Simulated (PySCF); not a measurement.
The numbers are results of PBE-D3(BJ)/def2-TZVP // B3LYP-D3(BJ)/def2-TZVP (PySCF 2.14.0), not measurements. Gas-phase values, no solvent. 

Reference species (SMILES): `[F][Ga]([F])[F]` (neutral, multiplicity 1).

| Item | Result |
|---|---|
| dipole moment | 0.00 D |

Changed species: `[GaH3]` (whole molecule; the reference has whole molecule).

Question: What does the change do to the dipole moment?

Answer: the dipole moment stays essentially unchanged.
